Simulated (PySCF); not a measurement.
stibine cation (H3Sb), SMILES [SbH3] (connectivity only; charge and spin as stated), charge +1, multiplicity 2.

The structure is a stationary point at B3LYP-D3(BJ)/def2-TZVPD. The multiplicity is an assumed one; other spin states were not compared. The def2 effective core potentials stand for the cores of Sb; spin–orbit coupling is left out.

These are TDA-PBE/def2-TZVPD (PySCF 2.14.0) values and carry that method's errors.

Vertical excitations; the highest root listed may be one member of a degenerate set. The molecule is in vacuum.

Computed lowest excited states:
```csv
state,energy (eV),λ (nm),f,main pairs
root 1,3.98,311,0.005,β HOMO−1→LUMO (degenerate set)
root 2,3.98,311,0.005,β HOMO→LUMO (degenerate set)
root 3,5.61,221,0.001,α HOMO→LUMO 98 %
root 4,6.27,198,0.028,α HOMO→LUMO+1 (degenerate set)
root 5,6.27,198,0.028,α HOMO→LUMO+2 (degenerate set)
root 6,7.76,160,0.000,"α HOMO−1→LUMO, β HOMO→LUMO+1 (degenerate set)"
root 7,7.76,160,0.000,"α HOMO−2→LUMO, β HOMO−1→LUMO+1 (degenerate set)"
root 8,8.20,151,0.000,"α HOMO−1→LUMO+2 27 %, α HOMO−2→LUMO+1 27 %, β HOMO→LUMO+3 21 %, β HOMO−1→LUMO+2 21 %"
root 9,8.62,144,0.182,α HOMO→LUMO+3 96 %
root 10,8.72,142,0.000,"α HOMO−1→LUMO+1 24 %, α HOMO−2→LUMO+2 24 %, α HOMO−2→LUMO 9 %, β HOMO→LUMO+2 19 %, β HOMO−1→LUMO+3 19 %"
```
Unrestricted roots are not spin-pure.
